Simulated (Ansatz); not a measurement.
`[NH2][Sc]([OH])[Cl]` + NH₃ → `[NH2][Sc]([NH2])[OH]` + HCl  (ligand exchange at the Sc–Cl bond)

Computed with Ansatz on PBE0-D4/def2-TZVP structures; ΔE is electronic, products minus reactants. CCSD(T)/CBS adds triple-zeta CCSD(T) − MP2 to the extrapolated MP2 energy (def2 sets, frozen cores). This one scheme is used for every species. For Sc outer-core shells are correlated without core-valence functions, which leaves a few kJ/mol of doubt a bond. Scalar relativity is left out up to krypton. Each species was taken in one conformer, which may not be the lowest.

```csv
species,CCSD(T)/CBS(def2) energy (Eh)
`[NH2][Sc]([OH])[Cl]`,-1351.83246
NH₃,-56.50880
`[NH2][Sc]([NH2])[OH]`,-947.91087
HCl,-460.38127
```

(1) Work out ΔE.

Largest T1 diagnostic among the species: 0.015.

## Answers

(1) ΔE = (-947.91087) + (-460.38127) − (-1351.83246) − (-56.50880) = 0.04912 Eh = +129.0 kJ/mol.

At CCSD(T), def2-SVP lies +8.8 kJ/mol from the extrapolated value and def2-TZVPP −0.8 kJ/mol. From BLYP to BHLYP (50 % exact exchange), in def2-TZVPP and without D4, ΔE moves by +10.5 kJ/mol.
